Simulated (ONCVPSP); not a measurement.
**Ranking ONCV potentials for copper**

All share these settings but for the change named:

```json
{
 "Element": "copper",
 "Generator": "ONCVPSP 4.0.1",
 "Type": "optimised norm-conserving Vanderbilt (ONCV)",
 "Functional": "PBEsol",
 "Relativity": "scalar-relativistic",
 "Frozen core": "[Ne]",
 "Valence charge": "19",
 "Reference configuration": "3s2 3p6 3d8 (charge +3)",
 "Partial waves": "3s: rc 1.00 bohr, ncon 4, nbas 7, qcut 11.9 1/bohr, 1 projector; 3p: rc 1.15 bohr, ncon 4, nbas 8, qcut 11.3 1/bohr, 2 projectors, debl 0.7 Ha; 3d: rc 0.70 bohr, ncon 3, nbas 8, qcut 14.2 1/bohr, 2 projectors, debl 1.6 Ha",
 "Local potential": "polynomial inside 0.60 bohr (lpopt 1, dvloc0 4 Ha)",
 "Core correction": "none"
}
```

In the p channel the program set the typed energies aside and used -4.322, 0.250 Ha. In the d channel the program set the typed energies aside and used -1.796, 0.250 Ha.

Test errors are all-electron minus pseudo excitation energies from the reference, over 3s2 3p6 3d10 4s1; 3s2 3p6 3d10; 3s2 3p6 3d9; 3s2 3p6 3d7. None of these files shows a bound ghost.

The base gives 236.2 meV.

Of 7 variants that were run, those that failed, showed a ghost or another fault, or gave nearly equal values are left out.

Question: Rank these variants by their largest absolute test error, smallest first.
A. s: qcut 8.2; p: qcut 7.8; d: qcut 9.8
B. s: qcut 13.6; p: qcut 12.9; d: qcut 16.2
C. s: qcut 10.9; p: qcut 10.3; d: qcut 13
D. s: qcut 9.5; p: qcut 9; d: qcut 11.3
E. s: qcut 15.7; p: qcut 14.9; d: qcut 18.7

Answer: E (115.9 meV), B (179.1 meV), C (285.7 meV), D (383.7 meV), A (492.5 meV).
